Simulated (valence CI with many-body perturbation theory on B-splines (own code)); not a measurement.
Which ion has this spectrum?

A relativistic CI+MBPT calculation for an atom or ion with 8 electrons gives these levels (eV):

| J | Parity | E | g |
| --- | --- | --- | --- |
| 2 | even | 0 | 1.30 |
| 0 | even | 67 |  |
| 1 | even | 1897 | 1.46 |
| 2 | even | 1916 | 1.12 |
| 2 | odd | 2349 | 1.46 |
| 1 | odd | 2441 | 1.15 |
| 0 | even | 3844 |  |
| 0 | odd | 4260 |  |
| 1 | odd | 4300 | 1.26 |
| 0 | even | 4831 |  |
| 2 | odd | 9867 | 1.47 |
| 1 | odd | 9877 | 1.13 |
| 1 | even | 10003 | 1.46 |
| 2 | even | 10004 | 1.14 |

The energies are calculated, and their last digits are not significant.

Q: Which is it?
A. Os68+
B. Ir69+
C. Au71+
D. Pt70+

A: C. Au71+, ground level (2s^2 2p1/2^2 2p3/2^2) J=2.
